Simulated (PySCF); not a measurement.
**Choosing a basis for TDDFT**

Compound: CH4F2Ge.
SMILES: `F[CH](F)[GeH3]`

TDDFT with PBE0 (PySCF), vertical singlets, core orbitals frozen in the response, spherical d and f functions. Geometry: PBE0-D3(BJ)/def2-SVP; no solvent, vibrations or thermal averaging. The PBE0/6-31G* calculation is non-relativistic and has no spin–orbit coupling, an omission that weighs most on germanium.

| basis | functions | diffuse | S1 (eV) | S2 (eV) | S3 (eV) | S4 (eV) | S5 (eV) | LUMO (eV) | α (au) |
| --- | --- | --- | --- | --- | --- | --- | --- | --- | --- |
| 6-31G* | 82 | no | 7.98 | 8.46 | 8.52 | 9.25 | 9.29 | 0.87 | 37.7 |
| def2-SVP | 94 | no | 8.08 | 8.33 | 8.34 | 9.22 | 9.29 | 0.86 | 39.7 |
| def2-SVPD | 136 | yes | 7.65 | 8.05 | 8.15 | 8.26 | 8.92 | 0.23 | 47.3 |
| aug-cc-pVDZ | 141 | yes | 7.28 | 7.76 | 7.83 | 7.90 | 8.28 | -0.16 | 47.9 |
| def2-TZVP | 165 | no | 7.97 | 8.19 | 8.21 | 8.66 | 9.19 | 0.68 | 45.1 |
| def2-TZVPD | 207 | yes | 7.45 | 7.90 | 7.97 | 8.09 | 8.67 | 0.12 | 48.0 |
| aug-cc-pVTZ | 289 | yes | 7.26 | 7.73 | 7.80 | 7.87 | 8.22 | -0.19 | 48.3 |

**Question.** Compare the sets with the largest diffuse one.

**Answer.** States are compared by their number. Against the largest diffuse basis here (aug-cc-pVTZ, itself not a converged limit), sets without diffuse functions differ by up to 0.82 eV in S1 and 1.06 eV in S5; the smaller diffuse sets differ by up to 0.40 and 0.69 eV. State by state, the largest deviation of a set without diffuse functions is S1 0.82, S2 0.73, S3 0.71, S4 1.38, S5 1.06 eV. The same number needn't mean the same state in each row. Against aug-cc-pVTZ the polarisability deviates by -22% in 6-31G*, -18% in def2-SVP, -2% in def2-SVPD, -1% in aug-cc-pVDZ, -7% in def2-TZVP, -1% in def2-TZVPD.

Without π bonds the low states are Rydberg-like; a valence basis with one diffuse set may place them up to an eV too high.
